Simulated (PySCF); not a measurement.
# Exercise with solution: refractive index and permittivity of the vapour

C3H8OSi2, SMILES C1O[C@@H]([SiH2]C=1)[SiH3].

Geometry: B3LYP-D3(BJ)/def2-SVP. The structure was generated by enumeration; whether it is a known compound was not checked. One conformer was computed; it need not be the lowest.

HF/def2-TZVP run with PySCF gives a mean static polarisability of 82.3 bohr³ and a dipole moment of 0.58 D. Take an ideal gas at 298.15 K and 1 bar, whether or not the substance is that volatile.

Task: Work out n − 1 in the optical limit and the static ε − 1.

Result: 
Polarisability volume α' = 82.3 × 0.148185 = 12.20 Å³. Number density N = p/kT = 2.43e-5 Å⁻³.
Dilute limit of Lorentz–Lorenz: n − 1 = 2π N α' = 0.0019.
Orientation term of Debye: μ²/(3kT) = 8.098 Å³ × μ²(D²) = 2.72 Å³.
ε − 1 = 4π N (α' + μ²/3kT) = 0.0046. Orientation of the dipole supplies 18 % of the static response; it can't follow optical fields. Vibrational polarisation and dispersion are left out.
